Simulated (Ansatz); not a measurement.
# Worked example: CH2FI + C3H7O → CHFI + C3H8O

Species: CH2FI (fluoroiodomethane) `FCI`, singlet; C3H7O `[CH2]COC`, doublet; CHFI `F[CH]I`, doublet; C3H8O (methoxyethane) `CCOC`, singlet. A radical takes H: the energy is the difference in strength between two C–H bonds in different surroundings.

Shapes, held fixed at every level: PBE0-D4/def2-TZVP. Flexible molecules stand in one conformer, not always the lowest. Programs: Ansatz 0.2.0. The zero-point and thermal change to 298 K, harmonic and unscaled (PBE0-D4/def2-TZVP), is +4.0 kJ/mol.

At CCSD(T)/def2-TZVPP; 1 Eh = 2625.50 kJ/mol:

```
species  energy (Eh)
  CH2FI  -436.101620
  C3H7O  -193.352114
   CHFI  -435.434297
  C3H8O  -194.026377
```

Question: Work out ΔH(298 K) of the reaction at this level.

Answer: 
1. Products less reactants: (-435.434297) + (-194.026377) − [(-436.101620) + (-193.352114)] = -0.006940 Eh = -18.2 kJ/mol.
2. With the thermal change: -18.2 + (+4.0) = -14.2 kJ/mol.

Other levels give -17.9 (wB97X-V/def2-TZVPP) to -12.1 kJ/mol (MP2/def2-TZVPP). No measured value is set beside it here. Open shells run unrestricted unless RO is named. For atoms past krypton def2 sets carry core potentials with scalar relativity. Correlated rows may include outer-core shells of I, which these sets cover unevenly.
